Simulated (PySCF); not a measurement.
C7H4F3N.
InChI=1S/C7H4F3N/c8-7(9,10)3-6-11-4-1-2-5-11/h1-2,4-5H

Theory: PBE0-D3(BJ)/def2-SVP geometry optimisation, gas phase (PySCF 2.14.0).

Take the most abundant isotopes and a rigid rotor. 

Task: What are A, B and C (MHz)?

Result: Ia = 143.90, Ib = 1155.53, Ic = 1211.81 u·Å²; 505379 MHz·u·Å²/I gives A = 3512, B = 437.4, C = 417.0 MHz.

Task: What kind of rotor is it?

Result: A near-prolate asymmetric top. Ray's parameter κ = (2B − A − C)/(A − C) = -0.987; −1 is the prolate and +1 the oblate limit.

Task: What does the inertial defect say?

Result: Not planar: Δ = Ic − Ia − Ib = -87.63 u·Å². For a rigid frame Δ = −2 Σ m c², so Σ m c² = 43.81 u·Å² lies off the ab plane: 0.00 from hydrogen and 43.81 from heavier atoms. The atom farthest from that plane is 1.23 Å away.

Task: Give the coordinates in the principal-axis frame, origin at the centre of mass.

Result: The sense of each axis is arbitrary; atoms in the order of the calculation.
```
atom  mass (u)   a (Å)   b (Å)   c (Å)
  F1    18.998   2.753   1.110   0.573
  C2    12.000   2.287   0.000   0.000
  F3    18.998   2.791  -0.055  -1.234
  F4    18.998   2.768  -1.045   0.674
  C5    12.000   0.822  -0.008  -0.006
  C6    12.000  -0.387  -0.010  -0.008
  N7    14.003  -1.726  -0.006  -0.005
  C8    12.000  -2.537  -1.134  -0.003
  C9    12.000  -3.837  -0.709   0.002
 C10    12.000  -3.830   0.721   0.002
 C11    12.000  -2.525   1.131  -0.002
 H12     1.008  -2.093  -2.126  -0.006
 H13     1.008  -4.712  -1.355   0.005
 H14     1.008  -4.698   1.376   0.006
 H15     1.008  -2.071   2.118  -0.001
```

Task: Where do the levels up to J = 3 lie, in K?

Result: Above 0(0,0), as E/k:
J = 1: 1(0,1) 0.041, 1(1,1) 0.189, 1(1,0) 0.190
J = 2: 2(0,2) 0.123, 2(1,2) 0.270, 2(1,1) 0.273, 2(2,1) 0.715, 2(2,0) 0.715
J = 3: 3(0,3) 0.246, 3(1,3) 0.391, 3(1,2) 0.397, 3(2,2) 0.838, 3(2,1) 0.838, 3(3,1) 1.578, 3(3,0) 1.578
Those of J = 1 are B + C, A + C and A + B.

Task: Which types of transition are allowed, and where do some lines up to J = 4 fall?

Result: The dipole components are |μa| = 2.57 D, |μb| = 0.00 D, |μc| = 0.00 D. The squared components, which scale the intensities, stand as 1.00 : 0.00 : 0.00 (a : b : c). Some lines, for components of 0.1 D or more:

```
type  branch         J(Ka,Kc)   MHz  lower level (cm⁻¹)
   a       R  1(0,1) ← 0(0,0)   854               0.000
   a       R  2(1,2) ← 1(1,1)  1688               0.131
   a       R  2(0,2) ← 1(0,1)  1709               0.028
   a       R  2(1,1) ← 1(1,0)  1729               0.132
   a       R  3(1,3) ← 2(1,2)  2533               0.187
   a       R  3(0,3) ← 2(0,2)  2563               0.085
   a       R  3(2,2) ← 2(2,1)  2563               0.497
   a       R  3(2,1) ← 2(2,0)  2564               0.497
   a       R  3(1,2) ← 2(1,1)  2594               0.189
   a       R  4(1,4) ← 3(1,3)  3377               0.272
   a       R  4(0,4) ← 3(0,3)  3417               0.171
   a       R  4(2,3) ← 3(2,2)  3418               0.583
   a       R  4(3,2) ← 3(3,1)  3418               1.097
   a       R  4(3,1) ← 3(3,0)  3418               1.097
   a       R  4(2,2) ← 3(2,1)  3419               0.583
   a       R  4(1,3) ← 3(1,2)  3458               0.276
```

Not checked by PBE0-D3(BJ)/def2-SVP frequencies. These are rigid-rotor constants of the computed structure; measured ground-state constants (B0) also hold zero-point vibration. Quadrupole hyperfine structure (14N) is left out.

On one thread of an Arm Neoverse V1, no GPU (shared host), this took 2.1 min and 0.82 GiB of memory at its peak. This is the geometry optimisation.
